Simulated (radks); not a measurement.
The numbers below are computed, except where a source is named.
Task: The mean radii <r> (bohr) of the occupied orbitals of an atom or ion are listed with their occupations. Code: a radial shooting solver on a logarithmic mesh with Libxc functionals. Model: Dirac Kohn-Sham, PBE, spin-unpolarised, spherical densities, finite nucleus; Fermi nuclear charge, rms radius of each element as measured or else 0.836 A^(1/3) + 0.57 fm.

| orbital | occ. | <r> |
|---|---|---|
| 1s1/2 | 2 | 0.03511 |
| 2s1/2 | 2 | 0.1487 |
| 2p1/2 | 1.33333 | 0.1259 |
| 2p3/2 | 2.66667 | 0.1301 |
| 3s1/2 | 2 | 0.3603 |
| 3p1/2 | 0.333333 | 0.3427 |
| 3p3/2 | 0.666667 | 0.3491 |
| 4s1/2 | 2 | 0.6776 |

Name the element and its charge. Open shells, if any, are shared by 2j + 1.

Result: Z = 42, molybdenum, charge +29: Mo29+ in [He] 2s2 2p4 3s2 3p1 4s2. The 1s radius gives Z: for a bare nucleus <r> = (2 gamma + 1)/(2Z) with gamma = sqrt(1 - (Z/c)^2), 0.03457 bohr for Z = 42, and screening makes it slightly larger (0.03511 here). The occupations add up to 13, and the charge is Z minus that.
